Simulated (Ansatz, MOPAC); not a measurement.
Spectroscopic constants of MoH, multiplicity 6 (lowest of 2S+1 = 2, 4, 6, 8 at CCSD(T)/def2-TZVPP on PBE0 minima; our sources give no spin for the ground state, which may be another). No spin–orbit coupling.

The constants come from a fifth-degree fit in 1/R (seven points, main isotopes). Runs in def2 and cc sets follow the lowest solution found near the PBE0 minimum.

Programs: Ansatz (a program for electronic structure) with Gaussian orbitals; MOPAC for PM6, PM7 (differences of heats of formation). Each number belongs to the level named beside it. In def2 rows elements past Kr take small-core potentials, without spin–orbit coupling.

```tsv
level	r_e (Å)	ω_e (cm⁻¹)	ω_e x_e (cm⁻¹)	B_e (cm⁻¹)	dipole (D)
PM6	1.717	2133	24	5.73	-
PM7	1.740	2341	32	5.58	-
SVWN5/def2-TZVPP	1.702	1819	30	5.83	2.12
PBE/def2-TZVPP	1.713	1774	31	5.76	2.24
r2SCAN/def2-TZVPP	1.715	1775	33	5.75	2.41
B97M-V/def2-TZVPP	1.743	1655	29	5.56	2.62
B3LYP/def2-TZVPP	1.719	1770	30	5.72	2.51
PBE0/def2-TZVPP	1.714	1773	31	5.75	2.60
BHLYP/def2-TZVPP	1.726	1757	29	5.67	2.96
CAM-B3LYP/def2-TZVPP	1.721	1778	28	5.70	2.79
wB97X-V/def2-TZVPP	1.723	1775	27	5.70	2.96
wB97M-V/def2-TZVPP	1.723	1763	28	5.69	2.93
B2PLYP/def2-TZVPP	1.713	1795	29	5.76	-
CCSD/def2-TZVPP	1.720	1777	29	5.71	-
CCSD/def2-QZVPP	1.717	1760	28	5.73	-
CCSD(T)/def2-TZVPP	1.717	1784	29	5.73	-
CCSD(T)/def2-QZVPP	1.714	1767	28	5.76	-
CCSD(T)/CBS(def2-TZVPP, def2-QZVPP)	1.712	1752	26	5.77	-
```

Correlated levels freeze the inner cores; with def2 sets outer-core shells near the valence are correlated too. CBS: X⁻³ extrapolation of the correlation energy, Hartree–Fock from the larger set. The state that PM6, PM7 reach isn't checked; PM7 holds dispersion and hydrogen-bond terms.
